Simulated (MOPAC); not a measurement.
Input file for MOPAC: PM7 on CH6GaN (SMILES C[NH][GaH2]).

```
PM7 1SCF PRECISE CHARGE=0 THREADS=1
CH6GaN

C     -1.27552646 1     0.15816562 1     0.14189711 1
N     -0.01593791 1    -0.56416477 1     0.13840545 1
Ga     1.66728238 1     0.11567765 1    -0.04922552 1
H     -1.93809182 1    -0.16092000 1    -0.67068863 1
H     -1.82111618 1     0.03460154 1     1.08432567 1
H     -1.08793824 1     1.22492095 1     0.01054918 1
H     -0.13161469 1    -1.55945066 1     0.25685394 1
H      2.84064633 1    -0.91387973 1    -0.01276697 1
H      1.76229661 1     1.66504937 1    -0.22792111 1
```

The log:

```
*******************************************************************************
 **                                                                           **
 **                              MOPAC v23.2.5                                **
 **                                                                           **
 *******************************************************************************
 ** MOPAC's Digital Object Identifier: https://doi.org/10.5281/zenodo.6511958 **
 **                                                                           **
 ** Please cite the open-source release paper for use of this MOPAC version:  **
 ** J. E. Moussa and J. J. P. Stewart (2026)                                  **
 ** MOPAC: An open-source semiempirical molecular orbital program             **
 ** J. Open Source Softw., 11(119), 8025, https://doi.org/10.21105/joss.08025 **
 *******************************************************************************

                              PM7 CALCULATION RESULTS

 *******************************************************************************
 *  PM7        - The PM7 Hamiltonian to be used
 *
 *
 *
 *                 CHARGE ON SYSTEM = 0
 *
 *
 *
 *  PRECISE    - TIGHTER CRITERIA TO BE USED
 *  1SCF       - DO 1 SCF AND THEN STOP
 *  THREADS=1  - MULTI-THREADING NOT USED
 *  T=         - A TIME OF 172800.0 SECONDS REQUESTED
 *  DUMP=N     - RESTART FILE WRITTEN EVERY 7200.0 SECONDS REQUESTED
 *******************************************************************************
PM7 1SCF PRECISE CHARGE=0 THREADS=1
 CH6GaN

   ATOM   CHEMICAL          X               Y               Z
  NUMBER   SYMBOL      (ANGSTROMS)     (ANGSTROMS)     (ANGSTROMS)

     1       C         -1.27552646  *   0.15816562  *   0.14189711  *
     2       N         -0.01593791  *  -0.56416477  *   0.13840545  *
     3      Ga          1.66728238  *   0.11567765  *  -0.04922552  *
     4       H         -1.93809182  *  -0.16092000  *  -0.67068863  *
     5       H         -1.82111618  *   0.03460154  *   1.08432567  *
     6       H         -1.08793824  *   1.22492095  *   0.01054918  *
     7       H         -0.13161469  *  -1.55945066  *   0.25685394  *
     8       H          2.84064633  *  -0.91387973  *  -0.01276697  *
     9       H          1.76229661  *   1.66504937  *  -0.22792111  *



          CARTESIAN COORDINATES

    NO.       ATOM           X           Y           Z

     1         C         -1.2755      0.1582      0.1419
     2         N         -0.0159     -0.5642      0.1384
     3        Ga          1.6673      0.1157     -0.0492
     4         H         -1.9381     -0.1609     -0.6707
     5         H         -1.8211      0.0346      1.0843
     6         H         -1.0879      1.2249      0.0105
     7         H         -0.1316     -1.5595      0.2569
     8         H          2.8406     -0.9139     -0.0128
     9         H          1.7623      1.6650     -0.2279

 General Reference for PM7:
 "Optimization of Parameters for Semiempirical Methods VI: More Modifications to the
 NDDO Approximations and Re-optimization of Parameters", J. J. P. Stewart, J. Mol. Mod., 1:32, 19 (2013)
 https://link.springer.com/article/10.1007/s00894-012-1667-x

           Empirical Formula: C H6 N Ga  =     9 atoms



      MOLECULAR POINT GROUP   :   Cs


      RHF CALCULATION, NO. OF DOUBLY OCCUPIED LEVELS = 9


 -------------------------------------------------------------------------------
 PM7 1SCF PRECISE CHARGE=0 THREADS=1
 CH6GaN



     1SCF WAS SPECIFIED, SO BFGS WAS NOT USED
     SCF FIELD WAS ACHIEVED


                              PM7 CALCULATION
                                                       MOPAC v23.2.5 Linux




          FINAL HEAT OF FORMATION =          0.86504 KCAL/MOL =       3.61935 KJ/MOL


          COSMO AREA              =        104.32 SQUARE ANGSTROMS
          COSMO VOLUME            =         87.14 CUBIC ANGSTROMS

          IONIZATION POTENTIAL    =          8.500431 EV
          HOMO LUMO ENERGIES (EV) =         -8.500  1.416
          NO. OF FILLED LEVELS    =          9
          MOLECULAR WEIGHT        =        101.8001         POINT GROUP:  Cs

          MOLECULAR DIMENSIONS (Angstroms)

            Atom       Atom       Distance
            H     8    H     4     4.88223
            H     9    H     7     3.54292
            H     4    H     5     1.73651


          SCF CALCULATIONS        =          1





   ATOM   CHEMICAL          X               Y               Z
  NUMBER   SYMBOL      (ANGSTROMS)     (ANGSTROMS)     (ANGSTROMS)

     1       C         -1.27552646  *   0.15816562  *   0.14189711  *
     2       N         -0.01593791  *  -0.56416477  *   0.13840545  *
     3      Ga          1.66728238  *   0.11567765  *  -0.04922552  *
     4       H         -1.93809182  *  -0.16092000  *  -0.67068863  *
     5       H         -1.82111618  *   0.03460154  *   1.08432567  *
     6       H         -1.08793824  *   1.22492095  *   0.01054918  *
     7       H         -0.13161469  *  -1.55945066  *   0.25685394  *
     8       H          2.84064633  *  -0.91387973  *  -0.01276697  *
     9       H          1.76229661  *   1.66504937  *  -0.22792111  *

                             CARTESIAN COORDINATES

   1    C       -1.275526460     0.158165620     0.141897110
   2    N       -0.015937910    -0.564164770     0.138405450
   3   Ga        1.667282380     0.115677650    -0.049225520
   4    H       -1.938091820    -0.160920000    -0.670688630
   5    H       -1.821116180     0.034601540     1.084325670
   6    H       -1.087938240     1.224920950     0.010549180
   7    H       -0.131614690    -1.559450660     0.256853940
   8    H        2.840646330    -0.913879730    -0.012766970
   9    H        1.762296610     1.665049370    -0.227921110


           Empirical Formula: C H6 N Ga  =     9 atoms



      MOLECULAR POINT GROUP   :   Cs


                  EIGENVALUES
 -34.44994 -23.52259 -18.92538 -15.76574 -14.23042 -13.56796 -11.55583 -10.77638
  -8.50043   1.41596   2.77901   3.70197   4.37785   5.76228   5.92182   6.01747
   6.80624   7.50791


              NET ATOMIC CHARGES AND DIPOLE CONTRIBUTIONS

  ATOM NO.   TYPE          CHARGE      No. of ELECS.   s-Pop       p-Pop
    1          C          -0.203665        4.2037     1.04570     3.15796
    2          N          -0.766642        5.7666     1.58934     4.17731
    3         Ga           0.276964        2.7230     1.15962     1.56341
    4          H           0.118744        0.8813     0.88126
    5          H           0.118741        0.8813     0.88126
    6          H           0.131129        0.8689     0.86887
    7          H           0.265490        0.7345     0.73451
    8          H           0.031637        0.9684     0.96836
    9          H           0.027602        0.9724     0.97240
 DIPOLE           X         Y         Z       TOTAL
 POINT-CHG.     1.193     0.869    -0.176     1.486
 HYBRID        -1.060    -0.729     0.152     1.295
 SUM            0.133     0.140    -0.024     0.195


          ATOMIC ORBITAL ELECTRON POPULATIONS

     Atom    s        px        py        pz
    1  C   1.04570   0.93787   1.08384   1.13625
    2  N   1.58934   1.16787   1.19577   1.81367
    3 Ga   1.15962   0.55743   0.83473   0.17126
    4  H   0.88126
    5  H   0.88126
    6  H   0.86887
    7  H   0.73451
    8  H   0.96836
    9  H   0.97240

 **********************
 *                    *
 * JOB ENDED NORMALLY *
 *                    *
 **********************




 == MOPAC DONE ==
```

The run finished.

Cost: roughly 0.05 core-seconds.
